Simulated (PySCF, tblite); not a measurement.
Parent: `[OH:1][c:2]1[o:3][cH:4][n:5][c:6]1[Cl:7]` with H–O1–C2–O3 180°, C3H2ClNO2.

Structures optimised with GFN2-xTB, isolated species. One conformer each, not checked by frequencies here.

| coordinate of the parent | value |
| --- | --- |
| O1–C2 | 1.336 Å |
| C2–O3 | 1.343 Å |
| O3–C4 | 1.349 Å |
| C4–N5 | 1.288 Å |
| N5–C6 | 1.364 Å |
| C6–Cl7 | 1.705 Å |
| C2–C6 | 1.371 Å |
| O1–C2–O3 | 119.3° |
| O1–C2–C6 | 133.0° |
| O3–C2–C6 | 107.7° |
| C2–O3–C4 | 104.8° |
| O3–C4–N5 | 114.1° |
| C4–N5–C6 | 104.8° |
| N5–C6–Cl7 | 124.1° |
| C2–C6–N5 | 108.6° |
| C2–C6–Cl7 | 127.3° |

Q: How does the shared frame change in `[H]/[N:1]=[CH:2]/[c:3]1[n:4][c:5]([Cl:6])[c:7]([OH:8])[o:9]1` with N1–C2–C3–N4 180°, C5–C7–O8–H 180°, C4H3ClN2O2? Atoms pair as O1 = O8, C2 = C7, O3 = O9, C4 = C3, N5 = N4, C6 = C5, Cl7 = Cl6 (parent first).

A: 
| parent | relative | value in the relative | change |
| --- | --- | --- | --- |
| O1–C2 | O8–C7 | 1.326 Å | -0.010 |
| C2–O3 | C7–O9 | 1.339 Å | -0.004 |
| O3–C4 | O9–C3 | 1.361 Å | +0.012 |
| C4–N5 | C3–N4 | 1.304 Å | +0.016 |
| N5–C6 | N4–C5 | 1.352 Å | -0.012 |
| C6–Cl7 | C5–Cl6 | 1.693 Å | -0.012 |
| C2–C6 | C7–C5 | 1.381 Å | +0.010 |
| O1–C2–O3 | O8–C7–O9 | 120.7° | +1.4 |
| O1–C2–C6 | O8–C7–C5 | 131.4° | -1.6 |
| O3–C2–C6 | O9–C7–C5 | 107.8° | +0.1 |
| C2–O3–C4 | C7–O9–C3 | 105.4° | +0.6 |
| O3–C4–N5 | O9–C3–N4 | 112.4° | -1.7 |
| C4–N5–C6 | C3–N4–C5 | 106.1° | +1.3 |
| N5–C6–Cl7 | N4–C5–Cl6 | 123.6° | -0.5 |
| C2–C6–N5 | C7–C5–N4 | 108.3° | -0.3 |
| C2–C6–Cl7 | C7–C5–Cl6 | 128.1° | +0.8 |

Of the parent's bonds, C4–N5 changes most (+0.016 Å). Bonds of the relative outside the shared frame: N1=C2 1.262, C2–C3 1.439 Å. Point group Cs → Cs.

These are computed values.
